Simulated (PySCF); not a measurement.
Input file for PySCF: R-B3LYP/LANL2DZ on ClHSSn (SMILES [SH][Sn][Cl]), a point of a torsion scan.

```python
from pyscf import gto, scf, dft, mp
from pyscf.data.elements import chemcore

mol = gto.M(
    atom='''
    S    -1.39994096    0.37302757    0.42830100
    Sn    0.85408238    1.10696249   -0.22269289
    Cl    1.29024335   -0.52626234   -1.89189989
    H    -1.49764596   -0.64960348   -0.40480800
    ''',
    basis='lanl2dz',
    ecp={'Cl': 'lanl2dz', 'S': 'lanl2dz', 'Sn': 'lanl2dz'},
    charge=0, spin=0, verbose=3, max_memory=1800)
mf = dft.RKS(mol, xc='b3lyp')
mf.conv_tol = 1e-8
mf.max_cycle = 100
mf.kernel()
if not mf.converged:
    mf = mf.newton().run(mf.mo_coeff, mf.mo_occ)
```

Program output:

```
converged SCF energy = -29.100306994907
```

The run converged.

Cost: very roughly 2.4 core-seconds.
